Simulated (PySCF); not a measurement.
Polarisability and C₆ of Sr⁺ (strontium, charge +1)

[Kr] 5s1, 2S determinant. Computed with PySCF 2.14 in x2c-TZVPPall with one added diffuse shell each of s, p, d, f type (9s7p7d3f1g, 95 functions), with the spin-free X2C one-electron Hamiltonian (Gaussian nucleus). Coupled (time-dependent) response in atomic units; α is the mean over directions.

| method | mean α (bohr³) | C₆ (like pair) | S(−4) |
| --- | --- | --- | --- |
| UHF | 119.7 | 1134 | 12440 |
| PBE | 96.05 | 836.6 | 7908 |
| PBE0 | 102.9 | 919.3 | 9132 |

S(−4) is the Cauchy moment in α(ω) = α(0) + S(−4) ω² + …

α(iu) at UHF:

```csv
u (hartree),α(iu) (bohr³)
0,119.7
0.0500,95.28
0.100,60.20
0.200,26.81
0.300,15.88
0.500,8.785
0.750,5.752
1.00,4.207
1.50,2.539
2.00,1.676
3.00,0.8713
5.00,0.3549
```

A single London oscillator, α(iu) = α/(1 + u²/ω²), gives C₆ = (3/4) ω α². Matching the computed C₆ needs ω = 4 × 1134 / (3 × 119.7²) = 0.106 hartree.

For an ion, C₆ is the dispersion term alone; charge-induced terms of lower order in 1/R come first.
